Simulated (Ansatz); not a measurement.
Consider the redistribution: `C[CH](C)[Ga]([SH])[SH]` + `C[CH](C)[Ga]([F])[CH](C)C` → `[F][Ga]([SH])[SH]` + `C[CH](C)[Ga]([CH](C)C)[CH](C)C`.

Computed with Ansatz on PBE0-D4/def2-TZVP structures; ΔE is electronic, products minus reactants. CCSD(T)/CBS is the MP2 limit (def2-TZVPP, def2-QZVPP) plus CCSD(T) − MP2 in def2-TZVPP, frozen cores. DFT in def2-TZVPP. B3LYP here is the variant with VWN-RPA as its local correlation; programs differ in this. For Ga outer-core shells are correlated without core-valence functions, which leaves a few kJ/mol of doubt a bond. Scalar relativity is left out up to krypton. Each species was taken in one conformer, which may not be the lowest.

Question: Is it downhill or uphill in electronic energy at CCSD(T)/CBS, and by how much? (Best estimate.)

Answer: Computed: Uphill: ΔE = +49.7 kJ/mol.

Question: What do these levels give: revPBE-D4, PBE0-D4, B3LYP-D4, r2SCANh-D4, BHLYP-D4, ωB97M-V, BLYP, r2SCAN, r2SCANh, HF/def2-SVP, HF/def2-TZVPP, MP2/def2-TZVPP? (An estimate is asked.)

Answer: The calculation gave: revPBE-D4 45.9, PBE0-D4 47.0, B3LYP-D4 48.4, r2SCANh-D4 48.3, BHLYP-D4 47.4, ωB97M-V 45.9, BLYP 55.1, r2SCAN 51.3, r2SCANh 50.8, HF/def2-SVP 52.2, HF/def2-TZVPP 48.2, MP2/def2-TZVPP 41.1 kJ/mol.

Largest T1 diagnostic among the species: 0.013.

In def2-TZVPP, CCSD(T) changes the Hartree–Fock value by −7.3 kJ/mol (the triples alone add −0.4 kJ/mol) and MP2 by −7.1 kJ/mol. From BLYP to BHLYP (50 % exact exchange), in def2-TZVPP and without D4, ΔE moves by −3.9 kJ/mol. At CCSD(T), def2-SVP lies −8.0 kJ/mol from the extrapolated value and def2-TZVPP −8.8 kJ/mol.
